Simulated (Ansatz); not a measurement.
Correlation energies of CH₂BrFO₂Si, SMILES `O[Si@@]1(Br)O[C@H]1F` by basis set

Cartesian coordinates in Å:
```
O 0.548 -1.432 -1.141
Si -0.412 -0.329 -0.452
Br -2.274 -0.304 -1.571
O -0.484 -0.232 1.192
C 0.146 0.972 0.667
F 1.454 1.048 1.032
H 1.386 -1.606 -0.703
H -0.365 1.882 0.975
```

The species carries charge 0 and has multiplicity 1. Correlated methods include outer-core shells of Br, which these sets cover unevenly. Scalar relativity is left out up to krypton. All single points use the PBE0-D4/def2-TZVP geometry. It is one conformer, not always the lowest. Frozen core, restricted reference, Ansatz 0.2.0.

| basis | HF (Eh) | MP2 corr. | CCSD corr. | (T) | CCSD(T) total |
| --- | --- | --- | --- | --- | --- |
| def2-SVP | -3148.97152 | -1.00013 | -1.01938 | -0.02575 | -3150.01665 |
| def2-TZVPP | -3149.76957 | -1.26440 | -1.27644 | -0.04878 | -3151.09479 |
| def2-QZVPP | -3149.84160 | -1.66547 | – | – | – |
